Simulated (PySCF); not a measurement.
**C₆ coefficients of unlike pairs at UHF**

Calculated with PySCF 2.14 from the dipole response of each species, C₆(A,B) = (3/π) ∫ α_A(iu) α_B(iu) du, in atomic units, from isotropic polarisabilities. For ions this is the dispersion term alone; charge-induced terms of lower order in 1/R come first.

```tsv
species	configuration	basis	relativity	α (bohr³)	C₆ (like pair)
F⁺	[He] 2s2 2p4 (3P)	aug-cc-pCVTZ-DK with one added diffuse shell each of s, p, d, f type (8s7p5d3f)	spin-free X2C	1.730	3.170
Ni³⁺	[Ar] 3d7 (4F)	aug-cc-pVTZ with one added diffuse shell each of s, p, d, f, g type (9s8p6d4f3g)	none	1.486	3.467
B⁺	[He] 2s2 (1S)	aug-cc-pVDZ-DK (4s3p2d)	spin-free X2C	11.46	32.03
```

(1) Estimate C₆ for B⁺ with Ni³⁺.

No spin-orbit coupling is included.

The other pairs:

```tsv
pair	C₆
Ni³⁺, F⁺	3.246
B⁺, F⁺	7.878
```

Answers

(1) The integral gives 7.199. The combination rule 2 C_A C_B / (C_A α_B/α_A + C_B α_A/α_B) gives 7.194 and the geometric mean 10.54.
